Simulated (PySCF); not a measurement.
Input file for PySCF: U-M06-2X/def2-TZVPP on O (SMILES [O]).

```python
from pyscf import gto, dft

mol = gto.M(
    atom='''
    O     0.00000000    0.00000000    0.00000000
    ''',
    basis='def2-tzvpp',
    charge=0, spin=2, verbose=4, max_memory=1800)
mf = dft.UKS(mol, xc='m062x').density_fit(auxbasis='def2-universal-jkfit')
mf.grids.level = 4
mf.conv_tol = 1e-9
mf.max_cycle = 150
mf.kernel()
mf.dip_moment()
```

It printed:

```
PySCF version 2.14.0

[INPUT] verbose = 4
[INPUT] num. atoms = 1
[INPUT] num. electrons = 8
[INPUT] charge = 0
[INPUT] spin (= nelec alpha-beta = 2S) = 2
[INPUT] symmetry False subgroup None
[INPUT] Mole.unit = angstrom
[INPUT] Symbol           X                Y                Z      unit          X                Y                Z       unit  Magmom
[INPUT]  1 O      0.000000000000   0.000000000000   0.000000000000 AA    0.000000000000   0.000000000000   0.000000000000 Bohr   0.0

nuclear repulsion = 0
number of shells = 11
number of NR pGTOs = 46
number of NR cGTOs = 31
basis = def2-tzvpp
ecp = {}


******** <class 'pyscf.df.df_jk.DFUKS'> ********
method = DFUKS
initial guess = minao
damping factor = 0
level_shift factor = 0
DIIS = <class 'pyscf.scf.diis.CDIIS'>
diis_start_cycle = 1
diis_space = 8
diis_damp = 0
SCF conv_tol = 1e-09
SCF conv_tol_grad = None
SCF max_cycles = 150
direct_scf = False
number electrons alpha = 5  beta = 3
XC library pyscf.dft.libxc version 7.1.2
    S. Lehtola, C. Steigemann, M. J. T. Oliveira, and M. A. L. Marques,  SoftwareX 7, 1–5 (2018)
XC functionals = m062x
    Y. Zhao and D. G. Truhlar,  Theor. Chem. Acc. 120, 215 (2008)
    Y. Zhao and D. G. Truhlar,  Theor. Chem. Acc. 120, 215 (2008)
radial grids:
    Treutler-Ahlrichs [JCP 102, 346 (1995); DOI:10.1063/1.469408] (M4) radial grids

becke partition: Becke, JCP 88, 2547 (1988); DOI:10.1063/1.454033
pruning grids: <function nwchem_prune>
grids dens level: 4
symmetrized grids: False
atomic radii adjust function: <function treutler_atomic_radii_adjust>
small_rho_cutoff = 0
Set gradient conv threshold to 3.16228e-05
tot grids = 28264
******** <class 'pyscf.df.df.DF'> ********
auxbasis = def2-universal-jkfit
init E= -74.7978125064806
  alpha nocc = 5  HOMO = -0.370715043829047  LUMO = 0.381461462924655

WARN: beta  nocc = 3  HOMO -0.370715043829124 >= LUMO -0.370715043829076


WARN: HOMO -0.370715043829047 >= LUMO -0.370715043829076

cycle= 1 E= -75.0541857764006  delta_E= -0.256  |g|= 0.157  |ddm|= 0.588
  alpha nocc = 5  HOMO = -0.521142898111833  LUMO = 0.32015320211471
  beta  nocc = 3  HOMO = -0.46081560813321  LUMO = -0.154277334028077
  HOMO = -0.460815608133  LUMO = -0.154277334028  gap/eV = 8.34133
cycle= 2 E= -75.0636835112012  delta_E= -0.0095  |g|= 0.0856  |ddm|= 0.13
  alpha nocc = 5  HOMO = -0.476678517447816  LUMO = 0.34379011556787
  beta  nocc = 3  HOMO = -0.413417602307668  LUMO = -0.107399952111681
  HOMO = -0.413417602308  LUMO = -0.107399952112  gap/eV = 8.32716
cycle= 3 E= -75.0659932653445  delta_E= -0.00231  |g|= 0.0148  |ddm|= 0.0487
  alpha nocc = 5  HOMO = -0.480919220983345  LUMO = 0.352169729959982
  beta  nocc = 3  HOMO = -0.412215188296607  LUMO = -0.10433273303732
  HOMO = -0.412215188297  LUMO = -0.104332733037  gap/eV = 8.37791
cycle= 4 E= -75.0661605647468  delta_E= -0.000167  |g|= 0.00278  |ddm|= 0.0152
  alpha nocc = 5  HOMO = -0.481136114184153  LUMO = 0.353968050923754
  beta  nocc = 3  HOMO = -0.410399453400416  LUMO = -0.103351147517329
  HOMO = -0.4103994534  LUMO = -0.103351147517  gap/eV = 8.35521
cycle= 5 E= -75.066168450213  delta_E= -7.89e-06  |g|= 0.000388  |ddm|= 0.00394
  alpha nocc = 5  HOMO = -0.481347003395626  LUMO = 0.353945322460262
  beta  nocc = 3  HOMO = -0.410222014892106  LUMO = -0.103451348383641
  HOMO = -0.410222014892  LUMO = -0.103451348384  gap/eV = 8.34766
cycle= 6 E= -75.0661686555826  delta_E= -2.05e-07  |g|= 0.000126  |ddm|= 0.000552
  alpha nocc = 5  HOMO = -0.481372577451928  LUMO = 0.353955771455986
  beta  nocc = 3  HOMO = -0.410196353417014  LUMO = -0.10345214126994
  HOMO = -0.410196353417  LUMO = -0.10345214127  gap/eV = 8.34694
cycle= 7 E= -75.0661687394177  delta_E= -8.38e-08  |g|= 0.000119  |ddm|= 0.000289
  alpha nocc = 5  HOMO = -0.481373479688337  LUMO = 0.353955971653711
  beta  nocc = 3  HOMO = -0.4101946068402  LUMO = -0.103450735665152
  HOMO = -0.41019460684  LUMO = -0.103450735665  gap/eV = 8.34693
cycle= 8 E= -75.0661688166058  delta_E= -7.72e-08  |g|= 0.000119  |ddm|= 0.000266
  alpha nocc = 5  HOMO = -0.481372737304888  LUMO = 0.353956165612452
  beta  nocc = 3  HOMO = -0.410193512940133  LUMO = -0.10345043751104
  HOMO = -0.41019351294  LUMO = -0.103450437511  gap/eV = 8.34690
cycle= 9 E= -75.0661686893247  delta_E= 1.27e-07  |g|= 0.000118  |ddm|= 0.000439
  alpha nocc = 5  HOMO = -0.481254334288096  LUMO = 0.353946186710296
  beta  nocc = 3  HOMO = -0.410809918773083  LUMO = -0.103391432191467
  HOMO = -0.410809918773  LUMO = -0.103391432191  gap/eV = 8.36528
cycle= 10 E= -75.0661608180179  delta_E= 7.87e-06  |g|= 0.000378  |ddm|= 0.032
  alpha nocc = 5  HOMO = -0.481296014609804  LUMO = 0.353948726125282
  beta  nocc = 3  HOMO = -0.410608404116594  LUMO = -0.103393633120199
  HOMO = -0.410608404117  LUMO = -0.10339363312  gap/eV = 8.35974
cycle= 11 E= -75.0661617169096  delta_E= -8.99e-07  |g|= 0.000268  |ddm|= 0.00456
  alpha nocc = 5  HOMO = -0.481180511799131  LUMO = 0.353947617154503
  beta  nocc = 3  HOMO = -0.411163913548592  LUMO = -0.103392056777827
  HOMO = -0.411163913549  LUMO = -0.103392056778  gap/eV = 8.37490
cycle= 12 E= -75.0661588365722  delta_E= 2.88e-06  |g|= 0.000576  |ddm|= 0.0179
  alpha nocc = 5  HOMO = -0.481226489814858  LUMO = 0.353950349547581
  beta  nocc = 3  HOMO = -0.410938879870358  LUMO = -0.103388899681701
  HOMO = -0.41093887987  LUMO = -0.103388899682  gap/eV = 8.36886
cycle= 13 E= -75.0661582202029  delta_E= 6.16e-07  |g|= 0.000451  |ddm|= 0.00854
  alpha nocc = 5  HOMO = -0.481602468027383  LUMO = 0.353960174552668
  beta  nocc = 3  HOMO = -0.409086904782974  LUMO = -0.104287073315688
  HOMO = -0.409086904783  LUMO = -0.104287073316  gap/eV = 8.29403
cycle= 14 E= -75.0661583141998  delta_E= -9.4e-08  |g|= 0.000593  |ddm|= 0.0017
  alpha nocc = 5  HOMO = -0.48168322877536  LUMO = 0.353958584181996
  beta  nocc = 3  HOMO = -0.40870206607498  LUMO = -0.104638559939313
  HOMO = -0.408702066075  LUMO = -0.104638559939  gap/eV = 8.27399
cycle= 15 E= -75.0661591350907  delta_E= -8.21e-07  |g|= 0.000815  |ddm|= 0.0101
  alpha nocc = 5  HOMO = -0.481681417847184  LUMO = 0.353962003586339
  beta  nocc = 3  HOMO = -0.408718287312375  LUMO = -0.104615381420318
  HOMO = -0.408718287312  LUMO = -0.10461538142  gap/eV = 8.27506
cycle= 16 E= -75.0661585127835  delta_E= 6.22e-07  |g|= 0.000799  |ddm|= 0.00563
  alpha nocc = 5  HOMO = -0.481647416812955  LUMO = 0.353961723871592
  beta  nocc = 3  HOMO = -0.408884559678263  LUMO = -0.104469434340157
  HOMO = -0.408884559678  LUMO = -0.10446943434  gap/eV = 8.28356
cycle= 17 E= -75.0661583475272  delta_E= 1.65e-07  |g|= 0.000703  |ddm|= 0.00273
  alpha nocc = 5  HOMO = -0.481528369622396  LUMO = 0.353961872972512
  beta  nocc = 3  HOMO = -0.409447160984243  LUMO = -0.103964079042587
  HOMO = -0.409447160984  LUMO = -0.103964079043  gap/eV = 8.31262
cycle= 18 E= -75.0661581312583  delta_E= 2.16e-07  |g|= 0.000387  |ddm|= 0.00635
  alpha nocc = 5  HOMO = -0.481556716178446  LUMO = 0.353962231080111
  beta  nocc = 3  HOMO = -0.409311358917066  LUMO = -0.104086080033968
  HOMO = -0.409311358917  LUMO = -0.104086080034  gap/eV = 8.30560
cycle= 19 E= -75.0661580668739  delta_E= 6.44e-08  |g|= 0.000461  |ddm|= 0.000959
  alpha nocc = 5  HOMO = -0.481398017491927  LUMO = 0.353956425144752
  beta  nocc = 3  HOMO = -0.410109752207468  LUMO = -0.10339309376467
  HOMO = -0.410109752207  LUMO = -0.103393093765  gap/eV = 8.34619
cycle= 20 E= -75.0661580975125  delta_E= -3.06e-08  |g|= 4.09e-05  |ddm|= 0.00374
  alpha nocc = 5  HOMO = -0.481405618439474  LUMO = 0.353957454950162
  beta  nocc = 3  HOMO = -0.410070886162984  LUMO = -0.103419741092633
  HOMO = -0.410070886163  LUMO = -0.103419741093  gap/eV = 8.34440
cycle= 21 E= -75.066158078311  delta_E= 1.92e-08  |g|= 5.16e-05  |ddm|= 0.00175
  alpha nocc = 5  HOMO = -0.481415947313806  LUMO = 0.353957335177824
  beta  nocc = 3  HOMO = -0.410020084577923  LUMO = -0.103462692740478
  HOMO = -0.410020084578  LUMO = -0.10346269274  gap/eV = 8.34185
cycle= 22 E= -75.0661580656424  delta_E= 1.27e-08  |g|= 7.37e-05  |ddm|= 0.00133
  alpha nocc = 5  HOMO = -0.481402365946899  LUMO = 0.353957170653501
  beta  nocc = 3  HOMO = -0.410090691739661  LUMO = -0.103400995322467
  HOMO = -0.41009069174  LUMO = -0.103400995322  gap/eV = 8.34545
cycle= 23 E= -75.0661581044506  delta_E= -3.88e-08  |g|= 4.48e-05  |ddm|= 0.000516
  alpha nocc = 5  HOMO = -0.481396360514303  LUMO = 0.353955172082792
  beta  nocc = 3  HOMO = -0.410118711276034  LUMO = -0.103386816598131
  HOMO = -0.410118711276  LUMO = -0.103386816598  gap/eV = 8.34660
cycle= 24 E= -75.0661579698258  delta_E= 1.35e-07  |g|= 3.84e-05  |ddm|= 0.00164
  alpha nocc = 5  HOMO = -0.481297764047945  LUMO = 0.353918688899313
  beta  nocc = 3  HOMO = -0.410563153868146  LUMO = -0.103362184518382
  HOMO = -0.410563153868  LUMO = -0.103362184518  gap/eV = 8.35936
cycle= 25 E= -75.0661561656619  delta_E= 1.8e-06  |g|= 0.000233  |ddm|= 0.0245
  alpha nocc = 5  HOMO = -0.48130155849794  LUMO = 0.353919518122026
  beta  nocc = 3  HOMO = -0.410545336091381  LUMO = -0.103379662005576
  HOMO = -0.410545336091  LUMO = -0.103379662006  gap/eV = 8.35840
cycle= 26 E= -75.0661561865578  delta_E= -2.09e-08  |g|= 0.000227  |ddm|= 0.000943
  alpha nocc = 5  HOMO = -0.481304750984165  LUMO = 0.353920210332028
  beta  nocc = 3  HOMO = -0.410531401794401  LUMO = -0.103384462463087
  HOMO = -0.410531401794  LUMO = -0.103384462463  gap/eV = 8.35789
cycle= 27 E= -75.0661562274237  delta_E= -4.09e-08  |g|= 0.000221  |ddm|= 0.000668
  alpha nocc = 5  HOMO = -0.48131170691456  LUMO = 0.353919356243317
  beta  nocc = 3  HOMO = -0.410492148484103  LUMO = -0.103374926321316
  HOMO = -0.410492148484  LUMO = -0.103374926321  gap/eV = 8.35709
cycle= 28 E= -75.0661561488204  delta_E= 7.86e-08  |g|= 0.000195  |ddm|= 0.00172
  alpha nocc = 5  HOMO = -0.481313186486858  LUMO = 0.353908864820951
  beta  nocc = 3  HOMO = -0.410464425452105  LUMO = -0.103411073156293
  HOMO = -0.410464425452  LUMO = -0.103411073156  gap/eV = 8.35535
cycle= 29 E= -75.0661556039984  delta_E= 5.45e-07  |g|= 0.000182  |ddm|= 0.0112
  alpha nocc = 5  HOMO = -0.481374969084293  LUMO = 0.353916280261814
  beta  nocc = 3  HOMO = -0.410157309451499  LUMO = -0.103500694927247
  HOMO = -0.410157309451  LUMO = -0.103500694927  gap/eV = 8.34455
cycle= 30 E= -75.0661557872834  delta_E= -1.83e-07  |g|= 2.09e-05  |ddm|= 0.00389
  alpha nocc = 5  HOMO = -0.481217545532509  LUMO = 0.353887211999741
  beta  nocc = 3  HOMO = -0.410916190469337  LUMO = -0.103381068063402
  HOMO = -0.410916190469  LUMO = -0.103381068063  gap/eV = 8.36846
cycle= 31 E= -75.0661550481279  delta_E= 7.39e-07  |g|= 0.000441  |ddm|= 0.0244
  alpha nocc = 5  HOMO = -0.48122601392047  LUMO = 0.353889382568475
  beta  nocc = 3  HOMO = -0.410877557743696  LUMO = -0.103376710200064
  HOMO = -0.410877557744  LUMO = -0.1033767102  gap/eV = 8.36752
cycle= 32 E= -75.0661550894087  delta_E= -4.13e-08  |g|= 0.000416  |ddm|= 0.00284
  alpha nocc = 5  HOMO = -0.481270021407248  LUMO = 0.353893541957376
  beta  nocc = 3  HOMO = -0.410661481053623  LUMO = -0.103385740852396
  HOMO = -0.410661481054  LUMO = -0.103385740852  gap/eV = 8.36140
cycle= 33 E= -75.0661551665144  delta_E= -7.71e-08  |g|= 0.000295  |ddm|= 0.00371
  alpha nocc = 5  HOMO = -0.481263331014603  LUMO = 0.353892515878151
  beta  nocc = 3  HOMO = -0.410695847081904  LUMO = -0.103386349087418
  HOMO = -0.410695847082  LUMO = -0.103386349087  gap/eV = 8.36232
cycle= 34 E= -75.0661551419095  delta_E= 2.46e-08  |g|= 0.000316  |ddm|= 0.00122
  alpha nocc = 5  HOMO = -0.481260567837403  LUMO = 0.353892221883292
  beta  nocc = 3  HOMO = -0.410707378484823  LUMO = -0.103382440614845
  HOMO = -0.410707378485  LUMO = -0.103382440615  gap/eV = 8.36274
cycle= 35 E= -75.0661551520818  delta_E= -1.02e-08  |g|= 0.000322  |ddm|= 0.000845
  alpha nocc = 5  HOMO = -0.481284763208748  LUMO = 0.353894756091442
  beta  nocc = 3  HOMO = -0.410588377760227  LUMO = -0.103379085611138
  HOMO = -0.41058837776  LUMO = -0.103379085611  gap/eV = 8.35959
cycle= 36 E= -75.0661551537731  delta_E= -1.69e-09  |g|= 0.000251  |ddm|= 0.00106
  alpha nocc = 5  HOMO = -0.481376308949287  LUMO = 0.353906732851925
  beta  nocc = 3  HOMO = -0.410149451352382  LUMO = -0.103548070006076
  HOMO = -0.410149451352  LUMO = -0.103548070006  gap/eV = 8.34305
cycle= 37 E= -75.0661552630065  delta_E= -1.09e-07  |g|= 1.43e-05  |ddm|= 0.00434
  alpha nocc = 5  HOMO = -0.481372460606117  LUMO = 0.353906231128775
  beta  nocc = 3  HOMO = -0.41016725311286  LUMO = -0.103532124631814
  HOMO = -0.410167253113  LUMO = -0.103532124632  gap/eV = 8.34397
cycle= 38 E= -75.0661552628068  delta_E= 2e-10  |g|= 1.04e-05  |ddm|= 1.26e-05
  alpha nocc = 5  HOMO = -0.481372892799236  LUMO = 0.353906232717797
  beta  nocc = 3  HOMO = -0.410164133594634  LUMO = -0.10353420473987
  HOMO = -0.410164133595  LUMO = -0.10353420474  gap/eV = 8.34383
Extra cycle  E= -75.0661552633002  delta_E= -4.93e-10  |g|= 1.02e-05  |ddm|= 1.97e-05
converged SCF energy = -75.0661552633002  <S^2> = 2.0046193  2S+1 = 3.003078
Dipole moment(X, Y, Z, Debye):  0.00000,  0.00000,  0.00000
```

The calculation finished and met its thresholds.

Cost: roughly 2.0 core-seconds.
